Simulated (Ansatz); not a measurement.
Abridged output of a molecular run in Ansatz:

```
Functional definition: HF
1319 factors; integrals over basis functions are off by at most 1.1e-3 eV
mean field evaluation 1: about -85483.7533 eV, gradient 2.0e1 eV
mean field evaluation 2: about -85483.9665 eV, gradient 2.0e1 eV
mean field evaluation 4: about -85485.4832 eV, gradient 2.9e0 eV
mean field evaluation 8: about -85485.5161 eV, gradient 2.0e-1 eV
mean field -85485.51642409 eV, -3141.5347844213 hartree, gradient 4.0e-6 eV, S^2 0.000000; 0 other end points of the search recorded, 0 dependent functions left out
20 core orbitals not correlated: weight in the atoms' cores, before any rotation towards them, 1.000 or more for the frozen orbitals, at most 0.000 for the correlated occupied ones
reference -85485.51642409 eV, -3141.5347844213 hartree; 17, 17 occupied and 182, 182 virtual orbitals, 1319 factors
second order -19.45158517 eV of doubles, -0.00000000 eV of singles
cycle   1  -20.04549430 eV  change   -5.9e-1 eV  update   9.2e-2
cycle   2  -20.57130139 eV  change   -5.3e-1 eV  update   2.7e-2
cycle   3  -20.63494063 eV  change   -6.4e-2 eV  update   1.2e-2
cycle   4  -20.62542287 eV  change    9.5e-3 eV  update   3.3e-3
cycle   5  -20.62574697 eV  change   -3.2e-4 eV  update   1.5e-3
cycle   6  -20.62549314 eV  change    2.5e-4 eV  update   4.7e-4
cycle   7  -20.62535979 eV  change    1.3e-4 eV  update   1.8e-4
cycle   8  -20.62542404 eV  change   -6.4e-5 eV  update   6.2e-5
cycle   9  -20.62543594 eV  change   -1.2e-5 eV  update   2.1e-5
perturbative correction -0.83240781 eV, -0.0305904226 hartree
Total energy: -85506.97426784 eV, -3142.3233456342 hartree
```

Its atoms:

Cartesian coordinates in Å:
```
Cl 1.537 0.485 1.324
C 0.623 0.944 -0.143
Al -0.807 -0.331 -0.610
Se -1.152 -2.210 0.672
H 1.348 1.039 -0.955
H 0.219 1.945 0.033
H -1.724 -0.070 -1.872
H -0.043 -1.802 1.551
```

(1) Which basis set was used?
A. cc-pV(Q+d)Z
B. def2-TZVPP
C. cc-pV(D+d)Z
D. def2-QZVPP

(2) Write the keys of the input that set method, charge and spin (a neutral closed shell needs none for the last two).

Results:

(1) B. It gives 219 functions.

(2) 
```yaml
correlation: {method: ccsd_t}
```
